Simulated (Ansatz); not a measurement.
Abridged output of a molecular run in Ansatz:

```
Functional definition: HF
1752 factors; integrals over basis functions are off by at most 8.3e-4 eV
mean field evaluation 1: about -25821.0226 eV, gradient 5.3e1 eV
mean field evaluation 2: about -25821.2710 eV, gradient 5.3e1 eV
mean field evaluation 4: about -25826.1893 eV, gradient 3.0e0 eV
mean field evaluation 8: about -25826.2580 eV, gradient 2.6e-1 eV
mean field -25826.25832400 eV, -949.0974877403 hartree, gradient 5.0e-6 eV, S^2 0.000000; 0 other end points of the search recorded, 0 dependent functions left out
13 core orbitals not correlated: weight in the atoms' cores, before any rotation towards them, 1.000 or more for the frozen orbitals, at most 0.000 for the correlated occupied ones
reference -25826.25832400 eV, -949.0974877403 hartree; 24, 24 occupied and 221, 221 virtual orbitals, 1752 factors
second order -38.51307849 eV of doubles, -0.00000000 eV of singles
cycle   1  -37.84484417 eV  change    6.7e-1 eV  update   1.5e-1
cycle   2  -38.69352132 eV  change   -8.5e-1 eV  update   4.8e-2
cycle   3  -38.91001277 eV  change   -2.2e-1 eV  update   2.4e-2
cycle   4  -38.89256032 eV  change    1.7e-2 eV  update   6.0e-3
cycle   5  -38.88424366 eV  change    8.3e-3 eV  update   2.3e-3
cycle   6  -38.88563934 eV  change   -1.4e-3 eV  update   8.0e-4
cycle   7  -38.88566374 eV  change   -2.4e-5 eV  update   2.5e-4
cycle   8  -38.88543118 eV  change    2.3e-4 eV  update   9.7e-5
cycle   9  -38.88543581 eV  change   -4.6e-6 eV  update   4.1e-5
perturbative correction -1.33240149 eV, -0.0489648516 hartree
Total energy: -25866.47616130 eV, -950.5754660005 hartree
```

Its atoms:

```xyz
9

C     0.971    0.791   -1.091
S     1.097    0.666    0.725
Sn   -0.788   -0.667    1.108
F    -2.412    0.121    0.525
F    -1.044   -1.115    2.926
F    -0.754   -2.304    0.151
H     1.041   -0.187   -1.564
H     0.059    1.304   -1.392
H     1.830    1.391   -1.389
```

Task: Which basis set was used?
A. def2-SVPD
B. cc-pV(D+d)Z
C. def2-TZVPP
D. def2-QZVPP

Result: C. It gives 258 functions.

Task: Write the keys of the input that set method, charge and spin (a neutral closed shell needs none for the last two).

Result: 
```yaml
correlation: {method: ccsd_t}
```
